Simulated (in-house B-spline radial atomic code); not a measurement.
## Ionising Pm13+ with different functionals

Computed with an all-electron radial atomic-structure program (B-spline basis): four-component Dirac-Coulomb Hamiltonian, Fermi nucleus of rms radius 4.962 fm, spin-restricted, spherical fractional occupations for the functionals. The ionisation energy is the difference of two self-consistent energies, [Kr] 4d10 5s2 → [Kr] 4d10 5s1, without Breit or QED terms; ε is the level of the shell that loses the electron (mean over j).

```
           method  rung  ΔSCF (eV)  -ε(5s) (eV)
LDA exchange-only   LDA     251.56       242.05
             AM05   GGA     252.56       243.16
              PBE   GGA          ?            ?
             BLYP   GGA          ?            ?
```

What does BLYP give?

ΔSCF 252.88 eV, and -ε(5s) = 243.33 eV.

What does PBE give?

ΔSCF 252.62 eV, and -ε(5s) = 243.10 eV.

How do they compare with the NIST value?

NIST lists 248 eV ± 3 (tabulated theory, ground level to ground level). Errors run from +3.56 to +4.88 eV; all lie within about twice that uncertainty, so the table can't rank the methods.
